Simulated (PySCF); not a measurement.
**LiIn⁺: from constants to spectrum**

UHF-CCSD(T) constants of LiIn⁺, ²Σ⁺ (doublet), unpaired electrons σ ↑ (basis Li cc-pVDZ, In cc-pVDZ-PP with ECP28; scalar-relativistic core potentials; PySCF 2.14; masses 7.0160 and 114.9039 u):

* ωe: 205.7 cm⁻¹
* ωexe: 1.06 cm⁻¹
* Be: 0.24876 cm⁻¹
* αe: 0.00263 cm⁻¹
* D (centrifugal): 1.46e-06 cm⁻¹
* De to Li⁺ + In: 1.29 eV

(1) Give the vibrational terms G(v) and spacings up to v = 6.

(2) How well does the Morse estimate ωe²/(4ωexe) reproduce De, and what is D0?

Correlated steps freeze 4 core orbitals. Correlated levels converge slowly with the basis: in double zeta they bind strong bonds too weakly, by up to about 1 eV, and carry superposition errors of some tenths. These are scalar-relativistic numbers at best; spin–orbit coupling would shift them, the dissociation energy most. For an ion De counts to the pair picked by the measured ionisation energies or electron affinities, which need not be the lowest pair at this level. The state was picked by a PBE0 search and need not be the measured ground state.

Answers

(1) G(v) = ωe(v+½) − ωexe(v+½)².

```
v  G(v) (cm⁻¹)  G(v) − G(v−1)  Bv (cm⁻¹)
0        102.6                    0.2474
1        306.2          203.6     0.2448
2        507.6          201.5     0.2422
3        707.0          199.3     0.2396
4        904.2          197.2     0.2369
5       1099.3          195.1     0.2343
6       1292.3          193.0     0.2317
```

(2) It gives 1.24 eV, 96 % of the computed De. D0 = De − G(0) = 1.29 − 0.01 = 1.28 eV.
